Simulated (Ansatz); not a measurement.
Ti, charge +1, quartet (a state made from the parent by changing its charge; the spin is typed, not shown lowest); BLYP/STO-3G in Ansatz (an electronic-structure program).

Ansatz was given this input:
Ansatz 0.2 input:
```yaml
crystal:
  periodic: [false, false, false]
  atoms:
    - {symbol: Ti, position_ang: [0.00000000, 0.00000000, 0.00000000]}
basis:
  gaussian:
    orbitals: STO-3G
hamiltonian:
  xc: blyp
total_charge: 1
magnetization: {spin_polarized: true, initial_magnetization: 3}
```

### Question
Predict the main parts of the log of this Ansatz run.

### Answer

```
Functional definition: BLYP
121 factors; integrals over basis functions are off by at most 5.6e-5 eV
mean field evaluation 1: about -22862.3859 eV, gradient 3.7e0 eV
mean field evaluation 2: about -22862.4265 eV, gradient 5.2e0 eV
mean field evaluation 4: about -22863.2346 eV, gradient 7.8e-1 eV
mean field evaluation 8: about -22863.2967 eV, gradient 4.6e-2 eV
mean field evaluation 16: about -22863.2967 eV, gradient 1.3e-5 eV
mean field evaluation 32: about -22863.1047 eV, gradient 1.5e0 eV
mean field evaluation 64: about -22862.4356 eV, gradient 5.0e-1 eV
mean field evaluation 96: about -22862.9445 eV, gradient 5.0e0 eV
mean field evaluation 128: about -22863.2964 eV, gradient 3.9e-2 eV
mean field -22863.29670082 eV, -840.2106564562 hartree, gradient 1.3e-5 eV, S^2 3.750114; 13 other end points of the search recorded, 0 dependent functions left out
reference -22863.29690079 eV, -840.2106638049 hartree; 12, 9 occupied and 6, 9 virtual orbitals, 121 factors
Total energy: -22863.29690079 eV, -840.2106638049 hartree
```
